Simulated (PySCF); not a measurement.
Computed properties of SnH2ClBr, SMILES [Cl][SnH2][Br]

SnH₂ClBr, SMILES [SnH2]([Cl])[Br]. The structure is a stationary point at PBE0-D3(BJ)/def2-SVP. The def2 effective core potentials stand for the cores of Sn; spin–orbit coupling is left out. Other conformers were not sampled. All values are computed for the isolated molecule unless a solvent is named; none is compared with measurement here.

**Structure.** The optimised structure has Cs symmetry. All 9 harmonic modes at PBE0-D3(BJ)/def2-SVP (PySCF) are real, so it is a minimum. With heavy atoms numbered as in [SnH2:1]([Cl:2])[Br:3], the shortest bond between them is Sn1–Cl2 at 2.345 Å and the longest Sn1–Br3 at 2.484 Å.

**Vibrations.** The strongest infrared lines (harmonic, unscaled, degenerate partners summed) lie at 646 cm⁻¹ (169 km/mol, H 98 %), 1984 cm⁻¹ (124 km/mol, H 99 %), 679 cm⁻¹ (109 km/mol, H 99 %). The softest mode is at 96 cm⁻¹ and the zero-point energy is 9.9 kcal/mol.

**Electronic structure.** CAM-B3LYP/def2-TZVPD (PySCF) places the frontier levels at -9.89 and -0.90 eV, a gap of 8.99 eV, and gives a dipole moment of 2.60 D and a mean polarisability of 77.0 bohr³.

**Excitations.** TDA-B3LYP/def2-SVPD (PySCF) has S1 at 5.16 eV (240 nm, f = 0.016, weak); the most intense of the 10 singlets computed lies at 5.79 eV (f = 0.04). T1 (TDA) is at 4.68 eV, 0.48 eV under S1. No vertical singlet excitation falls in the visible range (under 3.1 eV).
